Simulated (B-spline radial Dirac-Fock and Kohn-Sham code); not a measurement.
Atomic SCF run for C⁴⁺

ΔSCF core binding energies without Breit or QED terms, calculated with a B-spline atomic structure program. Keys: rel is the Hamiltonian (dirac, or spin-free x2c and nr, where L3 and M5 stand for the whole 2p and 3d shells), method is hf or an exchange,correlation pair (spin-unpolarised, also for the hole states), nuc the nuclear model, radius_factor scales its radius, rmax is the box in bohr, h the logarithmic mesh step, order the B-spline order, points the quadrature points per cell, c_factor scales the speed of light, and damp, ndamp, maxit and tol steer the iteration. The run stops when the commutator error falls below 10·tol·max(1, Z/10), or the numerical noise floor, and the energy has settled to about 1e-8 Ha; the virial ratio is −V/T.

Input (task.json):

```json
{"items": [{"Z": 6, "q": 4, "cfg": [[1, 0, 2]], "A": 12, "rrms": 2.4702, "do": "settings", "holes": ["K", "L3", "M5"],
  "settings": [{"rel": "dirac", "method": "hf", "nuc": "fermi", "radius_factor": 100.0, "rmax": 45.0, "h": 0.3, "order": 8, "points": 10, "c_factor": 1.0, "maxit": 99, "damp": 0.5, "ndamp": 3, "tol": 1e-08}]}]}
```

Command: `python xray2_run.py task.json out`

Ground-state iterations:

```
iter   energy (Ha)        error
   1      -32.06778336  6.16e-01
   2      -32.34287972  1.38e-02
   3      -32.34309384  7.22e-03
   4      -32.34315318  3.82e-03
   5      -32.34317584  2.50e-04
   6      -32.34317591  6.63e-06
   7      -32.34317591  9.74e-08
```

The ground state converged in 7 iterations, with total energy -32.34318 Ha, virial ratio 2.00108 and highest orbital energy -392.08 eV. ΔSCF binding energies: K (1s) 390.6 eV. Holes are computed only in closed shells, and unreliable hole states are left out.

Question: One setting is unsound. Which, and why?

Answer: radius_factor inflates the nucleus far beyond its size, which weakens the binding of the inner electrons. With the default settings (Dirac Hartree-Fock): The ground state converged in 7 iterations, with total energy -32.37599 Ha, virial ratio 1.99909 and highest orbital energy -392.47 eV. ΔSCF binding energies: K (1s) 391.0 eV. Holes are computed only in closed shells, and unreliable hole states are left out.
